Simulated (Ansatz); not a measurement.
The inner images of a band of ClF5HTa (8 atoms, charge 0, multiplicity 1) are given out of order.

Method: RKS BHLYP/def2-SVP in Ansatz 0.2.0.

First end point:

```xyz
8
Properties=species:S:1:pos:R:3
Ta 0.028 0.036 0.089
Cl 2.315 0.610 0.261
F -0.078 0.206 1.950
F 0.403 -0.639 -1.617
F -0.758 1.623 -0.393
F -1.412 -1.139 0.173
F 1.041 -1.957 0.697
H 1.957 -1.844 0.793
```

Last end point:

```xyz
8
Properties=species:S:1:pos:R:3
Ta -0.271 -0.399 0.151
Cl 2.534 0.305 0.362
F -0.248 0.076 1.965
F 0.234 -0.771 -1.616
F -0.226 1.418 -0.272
F -2.044 -0.871 0.024
F 0.624 -1.976 0.645
H 2.891 -0.884 0.693
```

Task: Put them in order from the first end to the last, with their energies above the first end.
A.
```xyz
8
Properties=species:S:1:pos:R:3
Ta -0.079 -0.224 0.127
Cl 2.445 0.336 0.390
F -0.166 0.075 1.968
F 0.376 -0.734 -1.610
F -0.508 1.505 -0.330
F -1.694 -1.107 0.084
F 1.093 -1.838 0.670
H 2.029 -1.116 0.653
```
B.
```xyz
8
Properties=species:S:1:pos:R:3
Ta -0.009 -0.057 0.105
Cl 2.345 0.481 0.307
F -0.124 0.085 1.964
F 0.368 -0.743 -1.592
F -0.607 1.607 -0.366
F -1.563 -1.077 0.128
F 1.120 -1.917 0.697
H 1.966 -1.482 0.710
```
C.
```xyz
8
Properties=species:S:1:pos:R:3
Ta -0.193 -0.359 0.146
Cl 2.532 0.314 0.397
F -0.156 0.101 1.961
F 0.360 -0.680 -1.614
F -0.427 1.441 -0.282
F -1.879 -1.073 0.059
F 0.819 -1.897 0.627
H 2.440 -0.950 0.659
```
D.
```xyz
8
Properties=species:S:1:pos:R:3
Ta -0.129 -0.315 0.136
Cl 2.483 0.335 0.426
F -0.181 0.067 1.967
F 0.399 -0.690 -1.619
F -0.500 1.456 -0.299
F -1.757 -1.143 0.050
F 0.965 -1.853 0.637
H 2.215 -0.960 0.655
```
E.
```xyz
8
Properties=species:S:1:pos:R:3
Ta -0.239 -0.379 0.147
Cl 2.537 0.300 0.383
F -0.187 0.102 1.957
F 0.309 -0.707 -1.614
F -0.339 1.435 -0.278
F -1.974 -0.973 0.041
F 0.708 -1.937 0.632
H 2.682 -0.943 0.684
```

Result: B (+10.1 kJ/mol), A (+46.4 kJ/mol), D (+18.7 kJ/mol), C (-5.4 kJ/mol), E (-14.6 kJ/mol).

Time of the run: 3.1 min on 4 threads of Arm Neoverse V1, with other jobs on the host, peak memory 0.36 GiB.
